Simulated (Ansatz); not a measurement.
Reaction (formal exchange of groups at the Se–B bond): `NCB(O)[SeH]` + `CO[SiH3]` → `CO[SiH2][SeH]` + `NCBO`

Calculated with Ansatz (gas phase, PBE0-D4/def2-TZVP geometries, no zero-point term in ΔE). CCSD(T)/CBS adds triple-zeta CCSD(T) − MP2 to the extrapolated MP2 energy (def2 sets, frozen cores). This one scheme is used for every species. Functionals use def2-TZVPP. For Se outer-core shells are correlated without core-valence functions, which leaves a few kJ/mol of doubt a bond. Scalar relativity is left out up to krypton. Each species was taken in one conformer, which may not be the lowest.

`NCB(O)[SeH]`:

Cartesian coordinates in Å:
```
N 0.494 -1.424 -1.076
C -0.189 -1.104 0.193
B -0.278 0.456 0.386
O -1.200 1.143 -0.334
Se 1.046 1.309 1.560
H 1.435 -1.048 -1.070
H 0.010 -0.982 -1.849
H 0.342 -1.611 1.002
H -1.190 -1.545 0.160
H -1.161 2.098 -0.247
H 0.690 2.707 1.274
```

`CO[SiH3]`:

Z-matrix (Å, degrees):
```
C
O 1 1.408
H 1 1.091 2 108.3
H 1 1.096 2 111.5 3 119.2
H 1 1.096 2 111.5 3 -119.2
Si 2 1.642 1 122.4 3 -179.7
H 6 1.481 2 106.5 1 179.8
H 6 1.490 2 110.9 1 59.7
H 6 1.490 2 110.9 1 -60.1
```

`CO[SiH2][SeH]`:

Z-matrix (Å, degrees):
```
C
O 1 1.411
H 1 1.096 2 111.3
H 1 1.096 2 111.6 3 121.5
H 1 1.091 2 108.1 3 -119.1
Si 2 1.639 1 122.4 3 -70.6
Se 6 2.261 2 109.9 1 -170.9
H 6 1.487 2 109.0 1 -48.8
H 6 1.486 2 111.8 1 72.8
H 7 1.469 6 92.7 2 71.4
```

`NCBO`:

```xyz
10

N    -0.104   -0.911   -0.838
C    -0.688    0.052    0.107
B     0.467    0.896    0.781
O     1.728    0.481    0.571
H    -0.009   -0.496   -1.755
H    -0.682   -1.733   -0.948
H    -1.176   -0.504    0.919
H    -1.481    0.678   -0.324
H     0.278    1.853    1.478
H     1.667   -0.316    0.008
```

| level | ΔE (kJ/mol) |
| --- | --- |
| r2SCAN-D4 | -21.1 |
| PBE0-D4 | -24.2 |
| PBE | -23.0 |
| SCS-MP2/def2-TZVPP | -17.9 |

Task: What does CCSD(T)/CBS give? (Best estimate.)

Result: Computed: -23.5 kJ/mol. The listed levels differ from it by 2.4, -0.7, 0.5, 5.6 kJ/mol.

Largest T1 diagnostic among the species: 0.012.
